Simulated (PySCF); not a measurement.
WClH5, SMILES [WH5][Cl], multiplicity 1.

Geometry optimised at B3LYP-D3(BJ)/def2-TZVP. A frequency run showed that this geometry is not a minimum. The spin state was assumed, not searched. The structure was generated by enumeration; whether it is a known compound was not checked. The def2 effective core potentials stand for the cores of W; spin–orbit coupling is left out.

All values below come from ωB97X/def2-TZVPD (PySCF).

Symmetry labels are those of the subgroup Cs that the program uses (full group Cs).

Computed valence orbital energies around the gap with their symmetry:
```json
[
 {"orbital": "HOMO−7", "symmetry": "A'", "energy (eV)": "-15.20"},
 {"orbital": "HOMO−6", "symmetry": "A'", "energy (eV)": "-13.40"},
 {"orbital": "HOMO−5", "symmetry": "A\"", "energy (eV)": "-13.30"},
 {"orbital": "HOMO−4", "symmetry": "A'", "energy (eV)": "-12.87"},
 {"orbital": "HOMO−3", "symmetry": "A\"", "energy (eV)": "-12.49"},
 {"orbital": "HOMO−2", "symmetry": "A'", "energy (eV)": "-12.48"},
 {"orbital": "HOMO−1", "symmetry": "A'", "energy (eV)": "-11.22"},
 {"orbital": "HOMO", "symmetry": "A\"", "energy (eV)": "-10.27"},
 {"orbital": "LUMO", "symmetry": "A'", "energy (eV)": "-1.52"},
 {"orbital": "LUMO+1", "symmetry": "A\"", "energy (eV)": "-0.86"},
 {"orbital": "LUMO+2", "symmetry": "A'", "energy (eV)": "-0.72"},
 {"orbital": "LUMO+3", "symmetry": "A'", "energy (eV)": "1.70"}
]
```
